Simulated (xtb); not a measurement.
C7H15O, charge +1, singlet, geometry from GFN2-xTB; GFN0-xTB (xtb).

xtb was given this input:
```
$ xtb mol.xyz --gfn 0 --chrg 1 --acc 30 --json

# file mol.xyz
23

C      4.00968992    -0.06470166     0.26845825
C      2.66327073    -0.42925903    -0.34447779
C      1.51989346     0.22483959     0.43490336
C      0.17478148    -0.13893378    -0.18559280
C     -0.98838738     0.52570477     0.62496721
C     -2.22024204     0.15964867    -0.06346023
C     -2.94335921    -1.06716060     0.27031819
O     -2.68391435     0.84801911    -1.03355735
H      4.16533168     1.01092404     0.24800057
H      4.81065858    -0.53697897    -0.29326076
H      4.06884274    -0.40312467     1.29966351
H      2.53960688    -1.51335776    -0.33379541
H      2.63477745    -0.09805491    -1.38400101
H      1.65516572     1.30755205     0.42788187
H      1.55273665    -0.11199803     1.47186014
H      0.05074078    -1.22183028    -0.17864887
H      0.14811183     0.20060750    -1.22254534
H     -0.81838849     1.60434754     0.63354542
H     -0.95460577     0.13699382     1.64154938
H     -3.57564966    -1.39507534    -0.55279984
H     -3.60083488    -0.85200672     1.12007700
H     -2.27368317    -1.85917911     0.59940602
H     -2.22537731     1.68620017    -1.23917103
```

Output, abridged:

```
   ID    Z sym.   atoms
    1    6 C      1-7
    2    8 O      8
    3    1 H      9-23

           -------------------------------------------------
          |                Calculation Setup                |
           -------------------------------------------------

           -------------------------------------------------
          |                 G F N 0 - x T B                 |
           -------------------------------------------------

          ...................................................
          :                      SETUP                      :
          :.................................................:
          :  # basis functions                  62          :
          :  # atomic orbitals                  62          :
          :  # shells                           46          :
          :  # electrons                        48          :
          :  electronic temp.          300.0000000     K    :
          :  accuracy                   30.0000000          :
          :  -> integral cutoff          0.2000000E+02      :
          :  -> integral neglect         0.3000000E-06      :
          ...................................................

         :::::::::::::::::::::::::::::::::::::::::::::::::::::
         ::                     SUMMARY                     ::
         :::::::::::::::::::::::::::::::::::::::::::::::::::::
         :: total energy             -24.748701970962 Eh    ::
         :: gradient norm              0.075523656022 Eh/a0 ::
         :: HOMO-LUMO gap              4.311099534159 eV    ::
         ::.................................................::
         :: H0 energy                -26.400462952715 Eh    ::
         :: repulsion energy           0.388918277601 Eh    ::
         :: electrostat energy         1.279236600765 Eh    ::
         :: -> Gsolv                   0.000000000000 Eh    ::
         ::    -> Gsasa                0.000000000000 Eh    ::
         ::    -> Gshift               0.000000000000 Eh    ::
         :: dispersion energy         -0.006335030981 Eh    ::
         :: short-range corr.         -0.010058865633 Eh    ::
         :: add. restraining           0.000000000000 Eh    ::
         :: total charge               1.000000000000 e     ::
         :::::::::::::::::::::::::::::::::::::::::::::::::::::

           -------------------------------------------------
          |                Property Printout                |
[...]
 Mol. C8AA /au·bohr⁸  :      76922.136485
 Mol. α(0) /au        :         86.676756

Wiberg/Mayer (AO) data.
largest (>0.10) Wiberg bond orders for each atom

 ---------------------------------------------------------------------------
     #   Z sym  total        # sym  WBO       # sym  WBO       # sym  WBO
 ---------------------------------------------------------------------------
     1   6 C    3.978 --     2 C    1.024    10 H    0.983    11 H    0.982
                             9 H    0.982
     2   6 C    3.987 --     1 C    1.024     3 C    1.010    12 H    0.978
                            13 H    0.978
     3   6 C    3.989 --     4 C    1.014     2 C    1.010    15 H    0.977
                            14 H    0.976
     4   6 C    3.987 --     3 C    1.014    16 H    0.977    17 H    0.977
                             5 C    0.956
     5   6 C    3.991 --     6 C    1.045    19 H    0.970    18 H    0.968
                             4 C    0.956
     6   6 C    3.826 --     8 O    1.688     7 C    1.045     5 C    1.045
     7   6 C    3.978 --     6 C    1.045    20 H    0.973    22 H    0.967
                            21 H    0.946
     8   8 O    2.805 --     6 C    1.688    23 H    0.970
     9   1 H    0.981 --     1 C    0.982
    10   1 H    0.982 --     1 C    0.983
    11   1 H    0.981 --     1 C    0.982
    12   1 H    0.981 --     2 C    0.978
    13   1 H    0.981 --     2 C    0.978
    14   1 H    0.979 --     3 C    0.976
    15   1 H    0.979 --     3 C    0.977
    16   1 H    0.977 --     4 C    0.977
    17   1 H    0.981 --     4 C    0.977
    18   1 H    0.981 --     5 C    0.968
    19   1 H    0.978 --     5 C    0.970
    20   1 H    0.986 --     7 C    0.973
    21   1 H    0.986 --     7 C    0.946
    22   1 H    0.978 --     7 C    0.967
    23   1 H    0.984 --     8 O    0.970
 ---------------------------------------------------------------------------

Topologies differ in total number of bonds
Writing topology from bond orders to xtbtopo.mol

 dipole moment from electron density (au)
     X       Y       Z
  -4.0435   1.0831  -0.7295  total (Debye):   10.800

           -------------------------------------------------
          | TOTAL ENERGY              -24.748701970962 Eh   |
          | GRADIENT NORM               0.075523656022 Eh/α |
          | HOMO-LUMO GAP               4.311099534159 eV   |
           -------------------------------------------------

normal termination of xtb
```
